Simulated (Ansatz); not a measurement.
Be3Se3, relaxed as a singlet with RKS PBE0-D4/def2-SVP in Ansatz, starting from the GFN2-xTB geometry. Force threshold 0.02 eV/Å.

Another isomer (singlet) lies 3.24 eV lower at PBE0-D4/def2-TZVP; other spin states weren't run for this one.

Start:

```xyz
6

Be    0.894    0.549   -1.024
Be   -0.723   -0.068    0.763
Be    0.864   -1.417   -0.646
Se    0.532    1.646    0.846
Se   -1.139    1.356   -0.758
Se   -0.429   -2.065    0.819
```

Question: Estimate the energy that the relaxation releases and the steps that it takes.

Answer: 0.33 eV, in 5 steps; 15 s on 4 threads of Intel Xeon Platinum 8375C on a shared host. No frequencies were taken in this run, so the end may be a saddle point.

Question: Does the start keep its bonding and symmetry?

Answer: By distances, no bond broke or formed. The bond that changes most is Be2–Se4, from 2.13 to 2.25 Å (atoms count from 1). Point group Cs at the start, Cs at the end, both within 0.05 Å.

Question: Predict the relaxed structure.

Answer: 
```xyz
6

Be    0.846    0.564   -0.980
Be   -0.579   -0.147    0.627
Be    0.806   -1.465   -0.574
Se    0.548    1.788    0.868
Se   -1.185    1.488   -0.795
Se   -0.435   -2.228    0.854
```
Bond lengths (bridged metal pairs left out): 6 × Be–Se 2.04 to 2.25 Å; 1 × Se–Se 2.42 Å; 1 × Be–Be 2.07 Å.
